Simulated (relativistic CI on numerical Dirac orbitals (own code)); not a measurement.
What each ingredient does to the levels of Eu III

Base calculation: Dirac-Coulomb-Breit CI, KLI orbitals optimised for each configuration, QED by a radiative potential, valence Slater integrals scaled by 0.85, P86 correlation energy added to each configuration.

CI space (outside the closed core [Xe]): 4f⁷, 4f⁶6s, 4f⁵6s², 4f⁶7s. The list is cut by size and lacks configurations that can hold low levels.

Variants: (1) valence Slater integrals scaled by 0.75; (2) self-excluded LDA correlation estimate; (3) Breit term removed; (4) only the first 3 configurations. Shifts of the energy above 4f⁷ ⁸S°7/2, in cm⁻¹, for the lowest level and the first level of each name with at least 55 % of one term (blank where a level changes its place among those of its configuration and J or its character, or is not in the variant):

| Level | Base | Δ(1) | Δ(2) | Δ(3) | Δ(4) | Measured |
| --- | --- | --- | --- | --- | --- | --- |
| 4f⁷ ⁸S°7/2 | 0.0 | 0.0 | 0.0 | 0.0 | 0.0 | 0.0 |
| 4f⁷ ⁶P°7/2 | 28112.3 | -3535.2 | 0.0 | -191.9 | 0.0 | 28200.1 |
| 4f⁷ ⁶P°5/2 | 28541.3 | -3485.2 | 0.0 | -136.7 | 0.0 |  |
| 4f⁷ ⁶P°3/2 | 28961.1 | -3444.6 | 0.0 | -70.1 | 0.0 |  |
| 4f⁷ ⁶I°7/2 | 30621.3 | -3728.4 | 0.0 | -97.1 | 0.0 |  |
| 4f⁷ ⁶I°9/2 | 30891.0 | -3693.1 | 0.0 | +4.0 | 0.0 |  |
| 4f⁷ ⁶I°17/2 | 30968.9 | -3700.6 | 0.0 | +343.5 | 0.0 | 32073.3 |
| 4f⁷ ⁶I°11/2 | 31111.2 | -3669.0 | 0.0 | +105.1 | 0.0 | 32179.5 |
| 4f⁷ ⁶I°15/2 | 31220.9 | -3663.9 | 0.0 | +285.1 | 0.0 | 32307.8 |
| 4f⁷ ⁶I°13/2 | 31238.5 | -3658.4 | 0.0 | +200.8 | 0.0 |  |
| 4f⁶6s ⁸F1/2 | 34554.2 | -1960.9 | +1080.1 | -1224.5 | +0.4 | 46096.4 |
| 4f⁷ ⁶D°9/2 | 34861.6 | -4168.6 | 0.0 | +3.3 | 0.0 |  |
| 4f⁶6s ⁸F3/2 | 34990.9 | -1929.7 | +1080.1 | -1159.6 | +0.6 | 46519.3 |
| 4f⁷ ⁶D°1/2 | 35507.4 | -4073.5 | 0.0 | +7.3 | 0.0 |  |

Correlation outside the listed configurations is missing or only estimated: errors of thousands of cm⁻¹ between configurations and terms are usual at this charge. Rates and lifetimes follow the computed energies and can be off by large factors. The fine structure of a lone outer electron comes out too small, for d and f at times inverted, and misplaced configurations move strength between like terms. 17 of the 51 excited levels that our extract of the measured tables holds in this range could be paired (the sources list more); they are missed by 8852 cm⁻¹ on average and 11542 at most, and levels without a partner can miss by more. Some levels of the ground configuration have no partner and can miss by 10 % or more.

Measured levels: Martin, Zalubas and Hagan, Atomic Energy Levels: The Rare-Earth Elements, NSRDS-NBS 60 (1978).

Ionisation energy from the two ground configurations alone: base 23.03 eV; valence Slater integrals scaled by 0.75 22.78 eV; self-excluded LDA correlation estimate 23.34 eV; Breit term removed 22.89 eV. The NIST ASD value (semi-empirical) is 24.84 eV. The gap of more than 2 % comes from missing correlation, or from a tabulated value that is itself an estimate.

LS names give the leading component of a level, which can be under half, so a name can repeat, a term be missing and a line seem to break the LS rules.
